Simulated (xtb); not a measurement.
C₃H₇, doublet, at a GFN2-xTB geometry; GFN0-xTB run with xtb 6.7.1.

Here is a job for xtb.
```
$ xtb mol.xyz --gfn 0 --uhf 1 --etemp 10000 --json

# file mol.xyz
10

C     -0.08073437     0.51425383     0.00202403
C      0.04477701    -0.19753283     1.29093157
C      0.04445320    -0.18802225    -1.29225504
H     -0.46360008     1.52072873     0.00525132
H      0.40419944     0.47041680     2.07407067
H      0.43018374     0.47888266    -2.06403124
H     -0.92265236    -0.59238384     1.63168364
H      0.72527311    -1.04407116     1.20462375
H      0.70335913    -1.05117986    -1.20587517
H     -0.92773804    -0.55458579    -1.64992641
```

Output, abridged:

```
   ID    Z sym.   atoms
    1    6 C      1-3
    2    1 H      4-10

           -------------------------------------------------
          |                Calculation Setup                |
           -------------------------------------------------

           -------------------------------------------------
          |                 G F N 0 - x T B                 |
           -------------------------------------------------

          ...................................................
          :                      SETUP                      :
          :.................................................:
          :  # basis functions                  26          :
          :  # atomic orbitals                  26          :
          :  # shells                           20          :
          :  # electrons                        19          :
          :  electronic temp.        10000.0000000     K    :
          :  accuracy                    1.0000000          :
          :  -> integral cutoff          0.2500000E+02      :
          :  -> integral neglect         0.1000000E-07      :
          ...................................................

         :::::::::::::::::::::::::::::::::::::::::::::::::::::
         ::                     SUMMARY                     ::
         :::::::::::::::::::::::::::::::::::::::::::::::::::::
         :: total energy             -10.190681522184 Eh    ::
         :: gradient norm              0.010055685192 Eh/a0 ::
         :: HOMO-LUMO gap              5.271602203924 eV    ::
         ::.................................................::
         :: H0 energy                -10.344577902357 Eh    ::
         :: repulsion energy           0.168134802458 Eh    ::
         :: electrostat energy        -0.012542846509 Eh    ::
         :: -> Gsolv                   0.000000000000 Eh    ::
         ::    -> Gsasa                0.000000000000 Eh    ::
         ::    -> Gshift               0.000000000000 Eh    ::
         :: dispersion energy         -0.001695575776 Eh    ::
         :: short-range corr.          0.000000000000 Eh    ::
         :: add. restraining           0.000000000000 Eh    ::
         :: total charge               0.000000000000 e     ::
         :::::::::::::::::::::::::::::::::::::::::::::::::::::

           -------------------------------------------------
          |                Property Printout                |
[...]
      -------------------------------------------------------------
                  HL-Gap            0.1937278 Eh            5.2716 eV
             Fermi-level            0.0000000 Eh            0.0000 eV

     #   Z          covCN         q      C6AA      α(0)
     1   6 C        2.882    -0.122    32.789     9.358
     2   6 C        3.751    -0.291    29.686     7.863
     3   6 C        3.752    -0.291    29.689     7.863
     4   1 H        0.926     0.098     1.799     2.098
     5   1 H        0.924     0.098     1.805     2.101
     6   1 H        0.924     0.098     1.804     2.100
     7   1 H        0.923     0.100     1.788     2.091
     8   1 H        0.925     0.106     1.736     2.060
     9   1 H        0.925     0.106     1.734     2.059
    10   1 H        0.923     0.100     1.789     2.092

 Mol. C6AA /au·bohr⁶  :        672.311784
 Mol. C8AA /au·bohr⁸  :      14814.662559
 Mol. α(0) /au        :         39.685478

Wiberg/Mayer (AO) data.
largest (>0.10) Wiberg bond orders for each atom

 ---------------------------------------------------------------------------
     #   Z sym  total        # sym  WBO       # sym  WBO       # sym  WBO
 ---------------------------------------------------------------------------
     1   6 C    3.121 --     2 C    1.045     3 C    1.045     4 H    0.964
     2   6 C    3.895 --     1 C    1.045     8 H    0.955     5 H    0.953
                             7 H    0.931
     3   6 C    3.895 --     1 C    1.045     9 H    0.955     6 H    0.952
                            10 H    0.931
     4   1 H    0.968 --     1 C    0.964
     5   1 H    0.965 --     2 C    0.953
     6   1 H    0.965 --     3 C    0.952
     7   1 H    0.960 --     2 C    0.931
     8   1 H    0.962 --     2 C    0.955
     9   1 H    0.962 --     3 C    0.955
    10   1 H    0.960 --     3 C    0.931
 ---------------------------------------------------------------------------

Topologies differ in total number of bonds
Writing topology from bond orders to xtbtopo.mol

 dipole moment from electron density (au)
     X       Y       Z
  -0.0303  -0.2220  -0.0010  total (Debye):    0.570

           -------------------------------------------------
          | TOTAL ENERGY              -10.190681522184 Eh   |
          | GRADIENT NORM               0.010055685192 Eh/α |
          | HOMO-LUMO GAP               5.271602203924 eV   |
           -------------------------------------------------

normal termination of xtb
```
